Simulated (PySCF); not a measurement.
Radial density of Co²⁺ (cobalt, charge +2)

B2PLYP, [Ar] 3d6 4p1, one real determinant (an excited configuration). All numbers are calculated (PySCF 2.14, scalar relativity by spin-free X2C-1e, in aug-cc-pVDZ-DK (7s6p4d2f, 59 functions)).

```
r (bohr)  4πr²ρ (e/bohr)  4πr²(ρα − ρβ)
0.000997          0.2423         0.0000
 0.00168          0.6092         0.0000
 0.00282           1.499         0.0001
 0.00474           3.558         0.0001
 0.00798           7.950         0.0003
  0.0134           15.95         0.0007
  0.0226           26.58         0.0017
  0.0380           32.73         0.0053
  0.0639           27.85         0.0209
   0.107           27.60         0.0845
   0.181           36.77         0.3738
   0.304           21.00         1.6240
   0.511           16.09         3.9591
   0.860           14.96         3.6545
    1.45           3.379         1.3439
    2.43          0.6615         0.5625
    4.09          0.1337         0.1330
    6.88        0.001077         0.0011
    11.6       1.583e-05         0.0000
```

Densities and radii are taken from the X2C orbitals without a picture-change correction, which distorts them close to the nucleus.

⟨L²⟩ = 8.01 against 12 for a pure F term, so this real determinant mixes terms.
